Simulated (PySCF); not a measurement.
Species: C5H8ClN.
SMILES with atom numbers: `[CH3:1][C:2]([CH3:3])([C:4]#[N:5])[CH2:6][Cl:7]` (hydrogens: H8, H9, H10 on C1; H11, H12, H13 on C3; H14, H15 on C6)

Cartesian coordinates in Å at the GFN2-xTB level; atoms count from 1:
```
atom  x, y, z in Å
C1    -0.790   -1.243    0.187
C2    -0.091    0.067   -0.195
C3     1.401   -0.161   -0.465
C4    -0.702    0.570   -1.412
N5    -1.177    0.950   -2.379
C6    -0.299    1.139    0.884
Cl7    0.409    0.643    2.443
H8    -0.349   -1.641    1.098
H9    -1.852   -1.076    0.353
H10   -0.675   -1.976   -0.608
H11    1.883   -0.536    0.434
H12    1.883    0.770   -0.759
H13    1.533   -0.885   -1.265
H14    0.183    2.076    0.601
H15   -1.362    1.312    1.060
```

A PySCF run (density fitting, gas phase, GFN2-xTB geometry) gave HOMO -7.59 eV, LUMO -1.18 eV, dipole 2.09 D.

Question: Which of these levels was it?
A. PBE0/pcSseg-1
B. B3LYP/pcSseg-1
C. BP86/6-311G**
D. PBE0/def2-SVPD
E. PBE/6-31++G**

Answer: C. It is BP86/6-311G**. All candidates on this geometry:

| level and settings | kind | basis functions | SCF cycles | E (Eh) | HOMO (eV) | LUMO (eV) | dipole (D) |
| --- | --- | --- | --- | --- | --- | --- | --- |
| PBE/6-31++G**, grid level 1, fitting basis def2-qzvpp-jkfit | GGA | 178 | 11 | -709.7593 | -7.47 | -1.22 | 2.29 |
| BP86/6-311G**, grid level 1 | GGA | 182 | 11 | -710.3999 | -7.59 | -1.18 | 2.09 |
| B3LYP/pcSseg-1, grid level 3, level shift 0.1 Eh | global hybrid | 166 | 10 | -710.2638 | -8.62 | -0.22 | 2.22 |
| PBE0/def2-SVPD | global hybrid | 211 | 14 | -709.5282 | -8.94 | -0.17 | 2.29 |
| PBE0/pcSseg-1 | global hybrid | 166 | 14 | -709.7864 | -8.90 | 0.02 | 2.21 |

The nearest other candidate, by the summed differences of HOMO and LUMO, is PBE/6-31++G**: its HOMO differs by +0.12 eV and its LUMO by -0.04 eV. Cycle counts include a coarse-grid stage where the run had one. All basis functions are spherical, in the Pople sets too.
